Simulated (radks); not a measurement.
Results of a calculation; reference values are marked as such.
Task: Ionisation of Dy3+, [Xe] 4f9, to Dy4+, [Xe] 4f8, under several functionals. Scalar-relativistic Kohn-Sham, spin-polarised, spherical densities, finite nucleus; open shells are filled with parallel spins first (spin-orbit coupling, left out, can overturn this in heavy ions); a radial shooting solver on a logarithmic mesh with Libxc functionals. Known Delta-SCF values: PW91 42.121 eV; LDA (Slater exchange, Perdew-Wang correlation) 42.462 eV; SCAN 40.892 eV. What does XLYP give, and what is its highest occupied eigenvalue?

Result: 41.861 eV by Delta-SCF; the 4f eigenvalue is -32.224 eV. NIST: 41.2 eV (semi-empirical). No tabulated value is given for the 4+ ions of Nd, Pm and Eu to Yb, where it belongs to another shell than the one emptied here.
